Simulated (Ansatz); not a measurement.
Reaction (formal hydrolysis of the Sb–C bond): `[NH2][SbH][CH2]S` + H₂O → `[NH2][SbH][OH]` + CH₃SH

Calculated with Ansatz (gas phase, PBE0-D4/def2-TZVP geometries, no zero-point term in ΔE). CCSD(T)/CBS adds triple-zeta CCSD(T) − MP2 to the extrapolated MP2 energy (def2 sets, frozen cores). This one scheme is used for every species. Functionals use def2-TZVPP. HSE06 is defined as in plane-wave codes. Elements past krypton have def2 core potentials. For Sb outer-core shells are correlated without core-valence functions, which leaves a few kJ/mol of doubt a bond. One conformer a species, not always the lowest.

CCSD(T)/CBS gives -7.6 kcal/mol.

**Question.** Another level gave -7.5 kcal/mol. Which?
A. B97M-V/def2-TZVPP
B. LC-ωPBE/def2-TZVPP
C. CCSD(T)/def2-TZVPP
D. HSE06/def2-TZVPP

**Answer.** C. CCSD(T)/def2-TZVPP -7.5, HSE06 -9.2, B97M-V -12.2, LC-ωPBE -10.7 kcal/mol.

**Question.** What do rigid-rotor, harmonic-oscillator terms from PBE0-D4/def2-TZVP frequencies (298.15 K, 1 bar) make of the CCSD(T)/CBS value? (An estimate is asked.)

**Answer.** Computed: ΔZPE = +0.8 kcal/mol, ΔH = -7.5 kcal/mol, ΔS = 14 J/(mol·K), ΔG = -8.5 kcal/mol.

Largest T1 diagnostic among the species: 0.014.

In def2-TZVPP, CCSD(T) changes the Hartree–Fock value by +5.1 kcal/mol (the triples alone add +0.6 kcal/mol) and MP2 by +6.3 kcal/mol. From r2SCAN to r2SCAN0 (25 % exact exchange), in def2-TZVPP and without D4, ΔE moves by +1.2 kcal/mol.

CCSD(T)/CBS has its own doubt, a few kJ/mol and more with outer-core shells, so smaller differences from it don't rank the levels.
